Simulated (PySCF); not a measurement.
Magnetisability: `C#C/C=C(\F)C(F)(F)F`, C₅H₂F₄

Geometry (Å), atoms numbered from 1 in this order:
```xyz
11

C    -3.027   -0.359    0.421
C    -1.856   -0.122    0.550
C    -0.489    0.160    0.705
C     0.424   -0.102   -0.230
F     0.119   -0.660   -1.412
C     1.899    0.186   -0.094
F     2.178    0.746    1.091
F     2.645   -0.922   -0.187
F     2.341    1.031   -1.036
H    -4.050   -0.566    0.313
H    -0.179    0.611    1.637
```

Method used: GIAO B3LYP/pcSseg-1 magnetisability, rotational g tensor and spin-rotation constants, non-relativistic, gas phase in PySCF 2.14.0. Geometry: GFN2-xTB.

(1) How diamagnetic is it, and how anisotropic?

(2) Split it along the inertial axes a, b, c into diamagnetic and paramagnetic parts about the centre of mass, with the quadrupole moment.

(3) And the rotational g tensor?

Results:

(1) Isotropic -1069 × 10⁻³⁰ J/T², or -64.4 × 10⁻⁶ cm³/mol; principal values -1133, -1057, -1016 × 10⁻³⁰ J/T², anisotropy 103 × 10⁻³⁰ J/T² (root of half the summed squared differences of the principal values). The susceptibility is in cgs units.

(2) 
```tsv
axis	χ (10⁻⁶ cm³/mol)	diamagnetic (10⁻⁶ cm³/mol)	paramagnetic (10⁻⁶ cm³/mol)	summed x² of all electrons (Å²)	quadrupole Θ (D Å)
a	-63.6	-386.5	322.9	258.6	+7.30
b	-61.2	-1229.9	1168.6	59.8	-2.82
c	-68.2	-1350.6	1282.4	31.3	-4.49
```
Anisotropies 2χaa − χbb − χcc = +2.2 and 2χbb − χaa − χcc = +9.4 × 10⁻⁶ cm³/mol. Θ is traceless in Buckingham's convention.

(3) 
| axis | rotational constant (GHz) | g | nuclear part | electronic part |
| --- | --- | --- | --- | --- |
| a | 3.4969 | -0.0402 | 0.4902 | -0.5304 |
| b | 0.9564 | -0.0094 | 0.5157 | -0.5251 |
| c | 0.8639 | -0.0052 | 0.5152 | -0.5204 |

Asymmetric top; isotopes 12C, 19F, 1H; no vibrational averaging.
